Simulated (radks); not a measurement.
The numbers below are computed, except where a source is named.
Valence configurations of neutral promethium (all share [Xe]). Level of theory: scalar-relativistic Kohn-Sham, PBE, spin-polarised, spherical densities, point nucleus; open shells are filled with parallel spins first (spin-orbit coupling, left out, can overturn this in heavy ions) (a radial shooting solver on a logarithmic mesh with Libxc functionals). Energies are relative to 4f5 6s2; eigenvalues in eV for spin up.

| valence | E (eV) | moment (Bohr magnetons) | e(4f) | e(5d) | e(6p) | e(6s) |
|---|---|---|---|---|---|---|
| 4f5 6s2 | 0.000 | 5 | -3.157 | - | - | -3.623 |
| 4f5 5d0.5 6s1.5 | 0.636 | 6 | -2.490 | -1.744 | - | -3.553 |
| 4f4 6s2 6p1 | 5.496 | 5 | -11.740 | - | -2.424 | -5.447 |
| 4f3 6s2 6p2 | 19.200 | 5 | -21.611 | - | -3.423 | -7.109 |
| 4f5 6s1.5 6p0.5 | 0.964 | 6 | -3.751 | - | -1.718 | -4.154 |
| 4f4 5d1 6s2 | 3.234 | 5 | -8.575 | -3.201 | - | -4.123 |
| 4f4 6s1 6p2 | 7.548 | 7 | -12.631 | - | -3.024 | -6.227 |
| 4f4 5d2 6s1 | 3.459 | 7 | -6.787 | -2.376 | - | -3.795 |
| 4f2 6s1 6p4 | 46.770 | 5 | -33.518 | - | -4.748 | -9.265 |

NIST lists [Xe] 4f5 6s2 as the ground configuration; this level of theory agrees among the configurations tried. The energies are those of spherical high-spin densities, not of single terms. No valid solution was reached for [Xe] 4f6 6s1.
